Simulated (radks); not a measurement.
Cl-, configuration [Ar]. Method: non-relativistic Kohn-Sham, LDA (Slater exchange, VWN5 correlation), spin-polarised, spherical densities, point nucleus; hard spherical wall at 1.5 bohr; computed with a radial shooting solver on a logarithmic mesh with Libxc functionals.

Local quantities along the radius. ELF = 1/(1 + alpha^2) is the electron localisation function; alpha = (tau - tau_W)/tau_unif compares the Pauli kinetic energy density with that of the uniform gas (summed over spins); -r V(r) is the screened charge that the Kohn-Sham potential of spin up presents (atomic units).

r (bohr)    ELF    alpha  -r V(r)
0.003245  1.000  0.01282    16.82
0.003601  1.000  0.01303    16.80
0.003964  1.000  0.01325    16.78
0.004363  1.000  0.01349    16.75
0.004841  1.000  0.01379    16.73
0.005329  1.000  0.01410    16.70
0.005913  1.000  0.01448    16.66
0.006509  1.000  0.01488    16.63
0.007165  1.000  0.01534    16.59
0.00795   1.000  0.01590    16.55
0.008751  1.000  0.01650    16.50
0.009633  1.000  0.01718    16.45
0.01069   1.000  0.01803    16.39
0.01177   1.000  0.01895    16.33
0.01295   1.000  0.02002    16.26
0.01437   1.000  0.02137    16.18
0.01582   0.999  0.02285    16.10
0.01755   0.999  0.02476    16.00
0.01932   0.999  0.02688    15.90
0.02127   0.999  0.02942    15.79
0.0236    0.999  0.03278    15.66
0.02598   0.999  0.03662    15.53
0.02859   0.998  0.04136    15.38
0.03173   0.998  0.04785    15.21
0.03493   0.997  0.05552    15.04
0.03844   0.996  0.06537    14.86
0.04266   0.994  0.07943    14.64
0.04696   0.991  0.09679    14.43
0.0521    0.985   0.1224    14.17
0.05735   0.977   0.1550    13.92
0.06313   0.962   0.2001    13.65
0.07005   0.932   0.2694    13.34
0.07711   0.885   0.3603    13.04
0.08488   0.808   0.4872    12.71
0.09418   0.686   0.6773    12.33
0.1037    0.549   0.9067    11.96
0.115     0.410    1.199    11.54
0.1266    0.319    1.463    11.13
0.1394    0.271    1.642    10.70
0.1547    0.266    1.662    10.21
0.1702    0.304    1.514    9.736
0.1874    0.382    1.271    9.247
0.2079    0.502   0.9956    8.696
0.2289    0.619   0.7847    8.171
0.2519    0.716   0.6298    7.632
0.2796    0.788   0.5191    7.035
0.3077    0.825   0.4600    6.477
0.3415    0.839   0.4374    5.869
0.3759    0.825   0.4601    5.309
0.4137    0.769   0.5474    4.751
0.4591    0.621   0.7808    4.151
0.5053    0.395    1.237    3.602
0.5563    0.202    1.989    3.063
0.6172    0.121    2.696    2.503
0.6794    0.144    2.438    2.023
0.7479    0.292    1.555    1.585
0.8298    0.604   0.8091    1.160
0.9134    0.818   0.4713   0.8159
1.014     0.906   0.3217   0.5002
1.116     0.925   0.2854   0.2572
1.228     0.902   0.3303  0.02926
1.363     0.702   0.6517  -0.2893

On this mesh the ELF has minima near r = 0.15, 0.62 bohr, which separate the shells, and maxima near 0.34 (0.84), 1.1 (0.92).

Self-consistent cycle (total energy in hartree, residual of the potential): 1: -431.159418, 4e+00; 2: -431.396722, 3e+00; 3: -431.567876, 1e-01; 4: -431.568679, 4e-03; 5: -431.568681, 6e-04; 6: -431.568681, 1e-05; 7: -431.568681, 1e-07; 8: -431.568681, 7e-08; 9: -431.568681, 3e-08; 10: -431.568681, 2e-08; 11: -431.568681, 5e-09; 12: -431.568681, 1e-10.
